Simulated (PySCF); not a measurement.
A structure optimised at PBE0-D3(BJ)/def2-SVP, used in a PySCF frequency run:

```xyz
11

C      2.6172    -0.3023    -0.7853
C      1.5350    -0.2475    -0.2323
Si    -0.0971    -0.1538     0.6004
N     -0.8024    -1.7237     0.5741
C     -1.0638     1.1558    -0.2674
C     -1.7306     2.0061    -0.8287
H      3.5751    -0.3507    -1.2725
H      0.0505     0.2631     2.0207
H     -0.8591    -2.2222    -0.3075
H     -1.6224    -1.9025     1.1436
H     -2.3152     2.7594    -1.3265
```

Write its SMILES and formula.

C#C[SiH](N)C#C, C₄H₅NSi

What are its rotational constants (standard atomic weights)?

3.7159, 2.1392, 1.4797 GHz
